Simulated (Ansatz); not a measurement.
One change: `[NH2][SnH2][Cl]` becomes `[BH2][SnH2][NH2]`.

Ansatz, PBE0-D4/def2-TZVP geometries, multiplicity 1. Each molecule was computed in one conformer, which needn't be the lowest.

Elements past krypton have def2 core potentials.

```tsv
property	`[NH2][SnH2][Cl]`
HOMO energy (PBE0/def2-TZVPP) / eV	-7.79
HOMO–LUMO gap (PBE0/def2-TZVPP) / eV	7.23
size of the dipole moment (B3LYP/def2-TZVPP) / D	1.77
HOMO energy (PBE/def2-TZVPP) / eV	-6.38
LUMO energy (B3LYP/def2-TZVPP) / eV	-0.88
HOMO–LUMO gap (PBE/def2-TZVPP) / eV	4.90
```

Problem. Give the same properties after the change, and the shifts. (Estimate.)

Solution. Ansatz gave: 
| property | `[BH2][SnH2][NH2]` | shift |
| --- | --- | --- |
| HOMO energy (PBE0/def2-TZVPP) / eV | -7.01 | 0.78 |
| HOMO–LUMO gap (PBE0/def2-TZVPP) / eV | 4.46 | -2.77 |
| size of the dipole moment (B3LYP/def2-TZVPP) / D | 0.98 | -0.79 |
| HOMO energy (PBE/def2-TZVPP) / eV | -5.63 | 0.75 |
| LUMO energy (B3LYP/def2-TZVPP) / eV | -2.76 | -1.88 |
| HOMO–LUMO gap (PBE/def2-TZVPP) / eV | 2.07 | -2.83 |

With PBE0 the HOMO rises by 0.78 eV and the LUMO falls by 1.99 eV, so the gap narrows by about 2.77 eV. PBE moves the HOMO by 0.75 eV and ωB97M-V by 0.79 eV. Dipoles are sizes alone; their direction can turn.

B3LYP here is the variant with VWN-RPA as its local correlation; programs differ in this.
